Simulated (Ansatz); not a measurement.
GeI2, charge +1, doublet, at a GFN2-xTB geometry (a state made from the parent by changing its charge; the spin is typed, not shown lowest) (core potentials on I). Base run: Ansatz (a quantum-chemistry and plane-wave program) with SVWN5/def2-SVP.

Ansatz was given this input:
Ansatz 0.2 input:
```yaml
crystal:
  periodic: [false, false, false]
  atoms:
    - {symbol: Ge, position_ang: [0.00221417, -0.00954082, 0.99795171]}
    - {symbol: I, position_ang: [1.09983252, -1.87992098, -0.32171048]}
    - {symbol: I, position_ang: [-1.10116938, 1.88568147, -0.28082640]}
basis:
  gaussian:
    orbitals: def2-SVP
hamiltonian:
  xc: {name: SVWN5}
total_charge: 1
magnetization: {spin_polarized: true, initial_magnetization: 1}
```

The base run was repeated with changes; each row names its change, and settings that it needs were set with it.

```
change              basis functions        E (Eh)  core-seconds (rough)
------------------  ---------------  ------------  --------------------
base                             84   -2667.93857                     6
basis = STO-3G                   72  -15742.94203                     9
basis = def2-SV(P)               84   -2667.93857                     6
basis = 3-21G                    89  -15833.01628                     5
basis = def2-SVPD               108   -2667.94189                    10
basis = def2-TZVP               148   -2668.22766                    10
basis = def2-TZVPP              148   -2668.22766                    10
basis = 6-311G**                168  -15900.91668                    20
basis = def2-TZVPD              172   -2668.22853                    20
basis = def2-QZVP               239   -2668.28392                    20
basis = def2-QZVPP              253   -2668.28397                    20
```

Totals compare only among sets that treat the same electrons; sets with core potentials leave the core out.
